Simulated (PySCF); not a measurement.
**Electron correlation in Fe (iron, neutral)**

[Ar] 3d6 4s2, high-spin 5D determinant. All numbers are calculated (PySCF 2.14, the spin-free X2C one-electron Hamiltonian (Gaussian nucleus), in x2c-TZVPPall with one added diffuse shell each of s, p, d, f type (7s6p5d3f1g, 80 functions)). Frozen: [Ne]; 16 electrons correlated.

MP2 pair energies summed by pair of shells (mhartree):

```csv
pair,energy,share (%)
3p-3d,-187.65,36.2
3d-3d,-126.40,24.4
3p-3p,-68.65,13.2
3d-4s,-34.00,6.6
3s-3d,-31.44,6.1
3s-3p,-29.46,5.7
4s-4s,-22.35,4.3
3p-4s,-13.39,2.6
3s-3s,-4.08,0.8
3s-4s,-0.96,0.2
```

Total MP2 correlation energy: -518.39 mhartree.

Same-spin part -176.44 and opposite-spin part -341.96 mhartree; SCS-MP2 scales them by 1/3 and 6/5 to -469.16 mhartree.

This basis was not built for core-valence correlation, so the inner-shell part is incomplete.
